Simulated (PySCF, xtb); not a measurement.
C₂H₆F₂Si, SMILES C[SiH2]C(F)F.

GFN2-xTB (xtb) at its own geometry gives an orbital gap of 5.78 eV and a dipole moment of 3.08 D.

The structure is a stationary point at B3LYP-D3(BJ)/def2-SVP. The values are those of a single conformer.

**Question.** What does ωB97X/def2-TZVP (PySCF) give? (The exact figures need the calculation; the answer reports its results.)

**Answer.** gap 13.36 eV (levels -10.92 and 2.44 eV), dipole 1.66 D.
